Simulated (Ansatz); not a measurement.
Mulliken charges of CH₄F₂GeOSe, SMILES `C[O][Ge]([F])([F])[SeH]` from r2SCAN/def2-TZVPP in Ansatz (PBE0-D4/def2-TZVP geometry).

```tsv
atom	x (Å)	y (Å)	z (Å)	charge (e)
C1	0.932	-1.160	-0.842	0.000
O2	1.193	-0.065	0.022	-0.383
Ge3	-0.114	0.783	0.797	0.984
F4	-0.977	-0.271	1.853	-0.352
F5	0.666	1.909	1.822	-0.337
Se6	-1.624	1.755	-0.668	-0.221
H7	0.578	-2.031	-0.282	0.077
H8	1.873	-1.413	-1.331	0.070
H9	0.194	-0.908	-1.611	0.064
H10	-2.722	1.401	0.242	0.099
```

By hand: the dipole of these point charges (1 e Å = 4.8032 D).

Σ q r = (-0.172, -0.315, -0.537) e Å, of length 0.646 e Å = 3.10 D.

How does the dipole of the full density compare? (An estimate is asked.)

Ansatz gave: (-0.255, -0.195, -0.502) e Å, 2.86 D; the point charges give 1.08 times that, at 13° from its direction.

Point charges leave out the atoms' own dipoles, such as those of lone pairs, and Mulliken's split depends on the basis, so the close match here is no proof of good charges.
